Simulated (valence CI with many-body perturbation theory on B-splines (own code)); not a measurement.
**E1 line list for Pb LXIX**

Calculated by configuration interaction combined with many-body perturbation theory (CI+MBPT): four valence electrons over a frozen Dirac-Fock core [Ne], a basis of 11 s, 11 p, 9 d, 7 f, 5 g, 2 h, 1 i functions for each j, with the one-electron correlation potential Σ1, the two-electron term Σ2, the three-electron term Σ3, Breit, model QED; selected CI, second order for the rest (own B-spline code, finite nucleus).

The last digits are not significant, and no measured levels were compared; by estimate large intervals hold to a few tenths of a per cent, small ones and those within an open d or f shell to about a per cent.

Lines 101 to 150 of 273 in falling wavelength, among levels below 1872.2 eV, chosen from the strongest by gf and those to the six lowest levels. Wavelengths and rates use the calculated energies. Electric multipoles are in the length gauge, E1 and E2 with the static RPA response of the core. Weak lines are less certain than strong ones. Lines between different terms over intervals too small for the method are left out, as are lines whose strength nearly cancels. The highest levels of a list are the least certain.

Levels are named by their leading jj configuration (3d3/2^4 stands for four electrons in 3d with j = 3/2), which in mixed levels can hold well under half, so a name can repeat and another be missing. Letters in brackets count levels of one name in rising energy.

| λ vac (Å) | Upper | Lower | A (s⁻¹) | log gf | Branch % |
| --- | --- | --- | --- | --- | --- |
| 30.76 | (3s^2 3p3/2 3d5/2) J=1 | (3s^2 3p3/2^2) J=0 | 5.32e+11 | -0.65 | 75.4 |
| 30.72 | (3s^2 3d3/2 3d5/2) J=2 | (3s^2 3p3/2 3d3/2) J=2 | 2.00e+11 | -0.85 | 2.0 |
| 30.71 | (3s^2 3d3/2 3d5/2) J=2 | (3s^2 3p3/2 3d3/2) J=1 | 3.43e+11 | -0.62 | 3.4 |
| 30.70 | (3s 3p1/2^2 3d5/2) J=3 | (3s 3p1/2^2 3p3/2) J=2 | 3.62e+11 | -0.45 | 85.3 |
| 30.67 | (3s^2 3p1/2 3d5/2) J=2 | (3s^2 3p1/2 3p3/2) J=1 | 4.83e+11 | -0.47 | 87.4 |
| 30.66 | (3s 3p1/2 3p3/2 3d5/2) J=1 [c] | (3s 3p1/2 3p3/2^2) J=1 [a] | 4.16e+11 | -0.76 | 24.8 |
| 30.57 | (3s 3p1/2 3p3/2 3d5/2) J=2 [b] | (3s 3p1/2 3p3/2^2) J=3 | 1.34e+11 | -1.03 | 6.2 |
| 30.51 | (3s 3p1/2 3p3/2 3d5/2) J=2 [c] | (3s 3p1/2 3p3/2^2) J=1 [a] | 5.00e+11 | -0.46 | 21.2 |
| 30.48 | (3s 3p1/2 3p3/2 3d5/2) J=3 [a] | (3s 3p1/2 3p3/2^2) J=2 [a] | 5.65e+11 | -0.26 | 75.6 |
| 30.45 | (3s 3p1/2 3p3/2 3d5/2) J=3 [d] | (3s 3p1/2 3p3/2^2) J=2 [b] | 6.18e+11 | -0.22 | 14.9 |
| 30.41 | (3s^2 3d3/2 3d5/2) J=1 | (3s^2 3p3/2 3d3/2) J=0 | 2.73e+11 | -0.95 | 2.8 |
| 30.40 | (3s 3p1/2 3p3/2 3d5/2) J=0 | (3s 3p1/2 3p3/2^2) J=1 [a] | 1.86e+11 | -1.59 | 8.2 |
| 30.40 | (3s 3p1/2 3p3/2 3d5/2) J=2 [c] | (3s 3p1/2 3p3/2^2) J=2 [b] | 1.99e+11 | -0.86 | 8.4 |
| 30.39 | (3s 3p1/2 3p3/2 3d5/2) J=1 [b] | (3s 3p1/2 3p3/2^2) J=0 | 3.05e+11 | -0.90 | 16.0 |
| 30.33 | (3s^2 3d3/2 3d5/2) J=1 | (3s^2 3p3/2 3d3/2) J=1 | 2.55e+11 | -0.98 | 2.6 |
| 30.19 | (3s^2 3d3/2 3d5/2) J=4 | (3s^2 3p3/2 3d3/2) J=3 | 5.49e+11 | -0.17 | 7.2 |
| 29.95 | (3s^2 3p3/2 3d5/2) J=3 | (3s^2 3p3/2^2) J=2 | 9.66e+11 | -0.04 | 99.5 |
| 29.72 | (3s 3p1/2 3p3/2 3d5/2) J=4 [c] | (3s 3p1/2 3p3/2^2) J=3 | 3.71e+11 | -0.35 | 13.1 |
| 29.60 | (3s 3p1/2 3p3/2 3d5/2) J=3 [b] | (3s 3p1/2 3p3/2^2) J=2 [a] | 1.35e+11 | -0.91 | 11.9 |
| 29.53 | (3s 3p1/2^2 3d5/2) J=2 | (3s 3p1/2^2 3p3/2) J=2 | 7.61e+10 | -1.30 | 16.4 |
| 29.52 | (3s 3p1/2 3p3/2 3d5/2) J=1 [a] | (3s 3p1/2 3p3/2^2) J=2 [a] | 7.69e+10 | -1.52 | 9.1 |
| 29.09 | (3s^2 3p3/2 3d5/2) J=1 | (3s^2 3p3/2^2) J=2 | 8.90e+10 | -1.47 | 12.6 |
| 28.48 | (3s 3p1/2 3p3/2 3d5/2) J=3 [d] | (3s 3p1/2 3p3/2^2) J=3 | 6.16e+10 | -1.28 | 1.5 |
| 28.46 | (3s 3p1/2 3p3/2 3d5/2) J=3 [c] | (3s 3p1/2 3p3/2^2) J=2 [a] | 1.64e+11 | -0.86 | 3.8 |
| 27.81 | (3s 3p1/2 3p3/2 3d5/2) J=2 [d] | (3s 3p1/2 3p3/2^2) J=3 | 4.21e+10 | -1.61 | 0.6 |
| 16.54 | (3s 3p1/2 3p3/2 3d3/2) J=2 [a] | (3s^2 3p1/2 3d3/2) J=2 | 5.39e+10 | -1.96 | 9.3 |
| 16.42 | (3s 3p1/2 3p3/2^2) J=2 [a] | (3s^2 3p1/2 3p3/2) J=2 | 3.06e+10 | -2.21 | 2.5 |
| 16.37 | (3s 3p1/2 3p3/2 3d5/2) J=2 [a] | (3s^2 3p1/2 3d5/2) J=2 | 5.89e+11 | -0.93 | 51.5 |
| 16.33 | (3s 3p1/2 3p3/2 3d3/2) J=1 [a] | (3s^2 3p1/2 3d3/2) J=2 | 5.03e+10 | -2.22 | 31.8 |
| 16.20 | (3s 3p1/2 3p3/2^2) J=2 [a] | (3s^2 3p1/2 3p3/2) J=1 | 1.21e+12 | -0.62 | 97.2 |
| 16.19 | (3s 3p1/2 3p3/2 3d3/2) J=3 [a] | (3s^2 3p1/2 3d3/2) J=2 | 4.80e+10 | -1.88 | 27.7 |
| 16.18 | (3s 3p1/2 3p3/2 3d3/2) J=2 [c] | (3s^2 3p1/2 3d3/2) J=1 | 1.59e+11 | -1.50 | 1.8 |
| 16.10 | (3s 3p1/2 3p3/2 3d3/2) J=2 [a] | (3s 3p1/2^2 3p3/2) J=1 | 4.00e+11 | -1.11 | 69.2 |
| 16.00 | (3p1/2^2 3p3/2^2) J=2 | (3s^2 3p1/2 3d3/2) J=2 | 1.19e+11 | -1.64 | 4.3 |
| 15.96 | (3s 3p1/2 3p3/2 3d3/2) J=0 [a] | (3s 3p1/2^2 3p3/2) J=1 | 1.16e+11 | -2.35 | 94.8 |
| 15.96 | (3s 3p1/2 3p3/2^2) J=3 | (3s^2 3p1/2 3p3/2) J=2 | 8.59e+11 | -0.64 | 97.6 |
| 15.93 | (3s 3p1/2 3p3/2 3d5/2) J=3 [b] | (3s^2 3p1/2 3d5/2) J=3 | 6.24e+11 | -0.78 | 54.9 |
| 15.90 | (3s 3p1/2 3p3/2 3d3/2) J=1 [a] | (3s 3p1/2^2 3p3/2) J=1 | 2.99e+07 | -5.47 | 0.0 |
| 15.85 | (3s 3p1/2 3p3/2 3d5/2) J=4 [b] | (3s^2 3p1/2 3d5/2) J=3 | 3.13e+11 | -0.97 | 47.9 |
| 15.76 | (3s 3p1/2 3p3/2 3d5/2) J=2 [b] | (3s^2 3p1/2 3d5/2) J=3 | 7.34e+11 | -0.86 | 33.6 |
| 15.75 | (3p1/2^2 3p3/2 3d3/2) J=2 | (3s 3p1/2^2 3d3/2) J=2 | 3.71e+11 | -1.16 | 59.9 |
| 15.59 | (3s 3p1/2 3p3/2 3d5/2) J=3 [c] | (3s^2 3p1/2 3d5/2) J=3 | 1.74e+11 | -1.35 | 4.0 |
| 15.59 | (3p1/2^2 3p3/2^2) J=2 | (3s 3p1/2^2 3p3/2) J=1 | 1.59e+12 | -0.54 | 58.0 |
| 15.56 | (3s 3p1/2 3p3/2 3d5/2) J=3 [c] | (3s^2 3p1/2 3d5/2) J=2 | 3.75e+12 | -0.02 | 86.4 |
| 15.53 | (3s 3p1/2 3p3/2 3d3/2) J=2 [d] | (3s^2 3p1/2 3d3/2) J=1 | 3.98e+12 | -0.14 | 35.8 |
| 15.53 | (3s 3p1/2 3p3/2 3d5/2) J=4 [c] | (3s^2 3p1/2 3d5/2) J=3 | 2.41e+12 | -0.11 | 85.1 |
| 15.53 | (3s 3p1/2 3p3/2 3d3/2) J=1 [d] | (3s^2 3p1/2 3d3/2) J=1 | 1.51e+12 | -0.79 | 12.3 |
| 15.51 | (3s 3p1/2 3p3/2^2) J=0 | (3s^2 3p1/2 3p3/2) J=1 | 1.55e+12 | -1.25 | 99.9 |
| 15.50 | (3s 3p1/2 3p3/2 3d3/2) J=2 [a] | (3s 3p1/2^2 3p3/2) J=2 | 8.52e+10 | -1.81 | 14.7 |
| 15.48 | (3s 3p1/2 3p3/2 3d3/2) J=2 [b] | (3s^2 3p1/2 3d3/2) J=2 | 2.08e+12 | -0.43 | 67.5 |

(1) How does gf follow from A for the line at 29.52 Å?

## Answers

(1) gf = 1.4992 × (2J+1)_upper × A / σ², with σ = 3387822 cm⁻¹ and 2J+1 = 3: gf = 0.0302.
